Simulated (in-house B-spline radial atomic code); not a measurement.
## HSE06 excitations of Ar⁶⁺

Method: HSE06. Computed with a B-spline radial code for spherical atoms: linear response of the closed shell [Ne] 3s2 with the functional's adiabatic kernel; non-relativistic, point nucleus, no spin-orbit coupling, no double excitations, S, P, D and F terms only.

Command:
```bash
python run_td.py task.json out
```
Settings (radii: box in bohr, nucleus in fm):
```
Z                        18
electrons                12
configuration            [Ne] 3s2
hamiltonian              nr
method                   hse06
box_radius               14.35
intervals                51
```

Time taken, with all properties: 0.6 s on 1 thread of Arm Neoverse N1 (shared host).

The lowest states, in the order of their Tamm-Dancoff energies; the method's threshold (minus the highest occupied level) is 117.17 eV. Labels give the largest channel, * marks a mixed state, and oscillator strengths are full-response dipole values. Semilocal kernels can invert the small singlet-triplet splittings of Rydberg terms. Energies in eV:

| state | full response | Tamm-Dancoff | oscillator strength |
| --- | --- | --- | --- |
| 3s → 3p 3P | ? | ? | - |
| 3s → 3p 1P | 20.842 | 21.551 | 1.16 |
| 3s → 3d 3D | 37.53 | 37.64 | - |
| 3s → 3d 1D | 40.93 | 40.94 | - |
| 3s → 4s 3S | 62.88 | 62.89 | - |
| 3s → 4s 1S | 64.40 | 64.43 | - |
| 3s → 4p 3P | 68.92 | 68.93 | - |
| 3s → 4p 1P | 69.47 | 69.50 | 0.201 |
| 3s → 4d 3D | 77.16 | 77.16 | - |
| 3s → 4d 1D | ? | ? | - |

(1) Where does 3s → 4d 1D lie?

(2) Where does 3s → 3p 3P lie?

(3) How large is the singlet-triplet splitting of 3s → 3p (P terms) in Tamm-Dancoff?

(4) What polarisabilities and dispersion coefficient does the method give?

Answers

(1) At 77.43 eV in full response, 77.43 eV in Tamm-Dancoff.

(2) At 13.070 eV in full response, 13.465 eV in Tamm-Dancoff.

(3) 8.09 eV, from the unrounded values.

(4) Dipole 2.062 bohr³, quadrupole 1.767 bohr⁵, C6 2.624 hartree·bohr⁶ for two such species.
